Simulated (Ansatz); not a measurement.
## Which is lower?

Two relaxed structures of BSiHF2, singlet (PBE0-D4/def2-TZVP; forces vanish, vibrations not checked).

A:

```tsv
atom	x (Å)	y (Å)	z (Å)
B1	-0.0004	0.5927	-0.4503
Si2	0.8944	-0.4890	1.1185
F3	-0.2567	-1.6333	1.1876
F4	0.4449	0.4741	-1.6931
H5	-0.9074	1.3768	-0.2925
```

B:

```xyz
5
angstrom
B -0.2777 -0.5341 0.7511
Si 1.3365 -0.6555 -0.3959
F -1.5318 -0.6064 0.9139
F 2.1229 0.7535 -0.2445
H 2.0824 -1.6233 0.4862
```

Program: Ansatz 0.2.0. Basis: def2-TZVPP. Cores are frozen in the correlated methods. B3LYP uses VWN-RPA correlation.

Q: Which structure is lower at CCSD(T), and by how much? (To be estimated.)

A: By the calculation: A, by 11.14 kcal/mol (electronic energy, against the other). By their contacts, A is BSiHF₂ ([F][BH][Si][F]) and B is BSiHF₂ ([F][B][SiH][F]).

All methods give the same order:

```csv
method,E(B) − E(A) (kcal/mol)
PBE-D4,7.64
r2SCAN-D4,6.17
PBE0-D4,10.36
B3LYP-D4,11.36
wB97M-V,13.67
HF,18.67
MP2,12.53
CCSD,13.28
CCSD(T),11.14
```

T1 diagnostic: at most 0.021. The restricted Hartree–Fock reference is unstable towards an unrestricted one at one or more of these structures.

Labels in which every atom is bracketed show which atoms are joined, not bond orders.

For scale, one of the runs: CCSD(T)/def2-TZVPP, 149 basis functions, launched by `ansatz run in.yaml --threads 2 --pin off --events-out ev --progress --plain --max-ram 4352MiB`. Hardware: 2 CPU threads of an Intel Xeon Platinum 8488C, shared host. Wall time 15 s; peak host memory 0.99 GiB.
